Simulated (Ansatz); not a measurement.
Consider the formal exchange of groups at the Al–O bond: `C[O][AlH][GeH3]` + `CC[SiH3]` → `[SiH3][AlH][GeH3]` + `CCOC`.

Computed with Ansatz on PBE0-D4/def2-TZVP structures; ΔE is electronic, products minus reactants. CCSD(T)/CBS adds triple-zeta CCSD(T) − MP2 to the extrapolated MP2 energy (def2 sets, frozen cores). DFT in def2-TZVPP. For Ge outer-core shells are correlated without core-valence functions, which leaves a few kJ/mol of doubt a bond. Scalar relativity is left out up to krypton. Each species was taken in one conformer, which may not be the lowest.

```json
{"level": "PBE-D4", "ΔE (kcal/mol)": "40.5", "difference from CCSD(T)/CBS": "-5.0"}
{"level": "PBE0-D4", "ΔE (kcal/mol)": "41.4", "difference from CCSD(T)/CBS": "-4.1"}
{"level": "ωB97X-V", "ΔE (kcal/mol)": "43.9", "difference from CCSD(T)/CBS": "-1.6"}
{"level": "ωB97M-V", "ΔE (kcal/mol)": "46.4", "difference from CCSD(T)/CBS": "0.9"}
{"level": "B2PLYP", "ΔE (kcal/mol)": "46.1", "difference from CCSD(T)/CBS": "0.6"}
{"level": "r2SCAN", "ΔE (kcal/mol)": "44.2", "difference from CCSD(T)/CBS": "-1.3"}
{"level": "HF/def2-TZVPP", "ΔE (kcal/mol)": "45.0", "difference from CCSD(T)/CBS": "-0.5"}
{"level": "CCSD(T)/def2-TZVPP", "ΔE (kcal/mol)": "44.7", "difference from CCSD(T)/CBS": "-0.8"}
{"level": "MP2/def2-QZVPP", "ΔE (kcal/mol)": "49.1", "difference from CCSD(T)/CBS": "3.6"}
{"level": "HF/CBS(def2)", "ΔE (kcal/mol)": "45.5", "difference from CCSD(T)/CBS": "0.0"}
{"level": "CCSD(T)/CBS", "ΔE (kcal/mol)": "45.5", "difference from CCSD(T)/CBS": "0"}
```

Largest T1 diagnostic among the species: 0.013.

From PBE to PBE0 (25 % exact exchange), in def2-TZVPP and without D4, ΔE moves by +0.9 kcal/mol. The D4 term adds +0.8 kcal/mol with B3LYP and +0.4 kcal/mol with PBE0; it sums over pairs of atoms, weighted by their polarisabilities, and B3LYP, whose exchange is more repulsive, gets the larger term.

B3LYP here is the variant with VWN-RPA as its local correlation; programs differ in this.
